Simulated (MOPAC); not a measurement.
Input file for MOPAC: AM1 on ClH3Si (SMILES [SiH3]Cl), a point of a bond scan (R = 3.099 Å).

```
AM1 1SCF PRECISE CHARGE=0 THREADS=1
ClH3Si

Si    -0.99093627 1    -0.03421151 1    -0.02690936 1
Cl     2.10556811 1     0.07269354 1     0.05717773 1
H     -1.39746449 1    -1.01152605 1    -1.05530163 1
H     -1.49637032 1     1.31045082 1    -0.36516845 1
H     -1.48085708 1    -0.44995851 1     1.30167319 1
```

Program output:

```
*******************************************************************************
 **                                                                           **
 **                              MOPAC v23.2.5                                **
 **                                                                           **
 *******************************************************************************
 ** MOPAC's Digital Object Identifier: https://doi.org/10.5281/zenodo.6511958 **
 **                                                                           **
 ** Please cite the open-source release paper for use of this MOPAC version:  **
 ** J. E. Moussa and J. J. P. Stewart (2026)                                  **
 ** MOPAC: An open-source semiempirical molecular orbital program             **
 ** J. Open Source Softw., 11(119), 8025, https://doi.org/10.21105/joss.08025 **
 *******************************************************************************

                              AM1 CALCULATION RESULTS

 *******************************************************************************
 *  AM1        - The AM1 Hamiltonian to be used
 *
 *
 *
 *                 CHARGE ON SYSTEM = 0
 *
 *
 *
 *  PRECISE    - TIGHTER CRITERIA TO BE USED
 *  1SCF       - DO 1 SCF AND THEN STOP
 *  THREADS=1  - MULTI-THREADING NOT USED
 *  T=         - A TIME OF 172800.0 SECONDS REQUESTED
 *  DUMP=N     - RESTART FILE WRITTEN EVERY 7200.0 SECONDS REQUESTED
 *******************************************************************************
AM1 1SCF PRECISE CHARGE=0 THREADS=1
 ClH3Si

   ATOM   CHEMICAL          X               Y               Z
  NUMBER   SYMBOL      (ANGSTROMS)     (ANGSTROMS)     (ANGSTROMS)

     1      Si         -0.99093627  *  -0.03421151  *  -0.02690936  *
     2      Cl          2.10556811  *   0.07269354  *   0.05717773  *
     3       H         -1.39746449  *  -1.01152605  *  -1.05530163  *
     4       H         -1.49637032  *   1.31045082  *  -0.36516845  *
     5       H         -1.48085708  *  -0.44995851  *   1.30167319  *



          CARTESIAN COORDINATES

    NO.       ATOM           X           Y           Z

     1        Si         -0.9909     -0.0342     -0.0269
     2        Cl          2.1056      0.0727      0.0572
     3         H         -1.3975     -1.0115     -1.0553
     4         H         -1.4964      1.3105     -0.3652
     5         H         -1.4809     -0.4500      1.3017

  H: (AM1): M.J.S. DEWAR ET AL, J. AM. CHEM. SOC. 107 3902-3909 (1985)
 Si: (AM1): M.J.S.DEWAR, C. JIE, ORGANOMETALLICS, 6, 1486-1490 (1987).
 Cl: (AM1): M.J.S. DEWAR AND E. G. ZOEBISCH, THEOCHEM, 180, 1 (1988).

           Empirical Formula: H3 Si Cl  =     5 atoms



      MOLECULAR POINT GROUP   :   C3v


      RHF CALCULATION, NO. OF DOUBLY OCCUPIED LEVELS = 7


 -------------------------------------------------------------------------------
 AM1 1SCF PRECISE CHARGE=0 THREADS=1
 ClH3Si



     1SCF WAS SPECIFIED, SO BFGS WAS NOT USED
     SCF FIELD WAS ACHIEVED


                              AM1 CALCULATION
                                                       MOPAC v23.2.5 Linux




          FINAL HEAT OF FORMATION =         35.60029 KCAL/MOL =     148.95160 KJ/MOL


          COSMO AREA              =        110.17 SQUARE ANGSTROMS
          COSMO VOLUME            =         96.32 CUBIC ANGSTROMS

          IONIZATION POTENTIAL    =         10.529076 EV
          HOMO LUMO ENERGIES (EV) =        -10.529 -2.614
          NO. OF FILLED LEVELS    =          7
          MOLECULAR WEIGHT        =         66.5622         POINT GROUP:  C3v

          MOLECULAR DIMENSIONS (Angstroms)

            Atom       Atom       Distance
            H     3   Cl     2     3.83202
            H     4    H     5     2.42439
            H     4   Cl     2     1.95450


          SCF CALCULATIONS        =          1





   ATOM   CHEMICAL          X               Y               Z
  NUMBER   SYMBOL      (ANGSTROMS)     (ANGSTROMS)     (ANGSTROMS)

     1      Si         -0.99093627  *  -0.03421151  *  -0.02690936  *
     2      Cl          2.10556811  *   0.07269354  *   0.05717773  *
     3       H         -1.39746449  *  -1.01152605  *  -1.05530163  *
     4       H         -1.49637032  *   1.31045082  *  -0.36516845  *
     5       H         -1.48085708  *  -0.44995851  *   1.30167319  *

                             CARTESIAN COORDINATES

   1   Si       -0.990936270    -0.034211510    -0.026909360
   2   Cl        2.105568110     0.072693540     0.057177730
   3    H       -1.397464490    -1.011526050    -1.055301630
   4    H       -1.496370320     1.310450820    -0.365168450
   5    H       -1.480857080    -0.449958510     1.301673190


           Empirical Formula: H3 Si Cl  =     5 atoms



      MOLECULAR POINT GROUP   :   C3v


                  EIGENVALUES
 -33.87335 -16.65498 -13.54736 -13.54736 -10.73705 -10.52908 -10.52908  -2.61375
   0.50087   0.50087   0.56875


              NET ATOMIC CHARGES AND DIPOLE CONTRIBUTIONS

  ATOM NO.   TYPE          CHARGE      No. of ELECS.   s-Pop       p-Pop
    1         Si           0.886948        3.1131     0.91132     2.20173
    2         Cl          -0.459832        7.4598     1.99861     5.46122
    3          H          -0.142373        1.1424     1.14237
    4          H          -0.142372        1.1424     1.14237
    5          H          -0.142372        1.1424     1.14237
 DIPOLE           X         Y         Z       TOTAL
 POINT-CHG.    -5.880    -0.203    -0.160     5.886
 HYBRID         0.345     0.012     0.009     0.346
 SUM           -5.535    -0.191    -0.150     5.540


          ATOMIC ORBITAL ELECTRON POPULATIONS

     Atom    s        px        py        pz
    1 Si   0.91132   0.53819   0.83171   0.83184
    2 Cl   1.99861   1.46561   1.99769   1.99793
    3  H   1.14237
    4  H   1.14237
    5  H   1.14237

 **********************
 *                    *
 * JOB ENDED NORMALLY *
 *                    *
 **********************




 == MOPAC DONE ==
```

The run finished.

Cost: about 0.020 core-seconds (a rough figure).
